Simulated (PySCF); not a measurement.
Sn(F)2, SMILES [F][Sn][F] (F2Sn), PBE0/def2-SVP optimised geometry.

```
3

Sn    -0.87    -0.97     0.00
F     -1.08     0.97     0.00
F      1.08    -0.97     0.00
```

Density from PBE0/def2-TZVP, def2 effective core potentials past Kr (PySCF) at that geometry. The core electrons that the potentials of Sn replace are not part of the density.

Minimum of the electron density along straight lines between bonded atoms, close to the bond critical point (lines longer than 1.1 times the sum of covalent radii, or with two minima, are not listed):

```tsv
bond	length / Å	ρ at the minimum / e bohr⁻³	∇²ρ there / e bohr⁻⁵	position (fraction from the first atom)
Sn1–F2	1.951	0.114	0.56	0.52
Sn1–F3	1.950	0.114	0.56	0.52
```
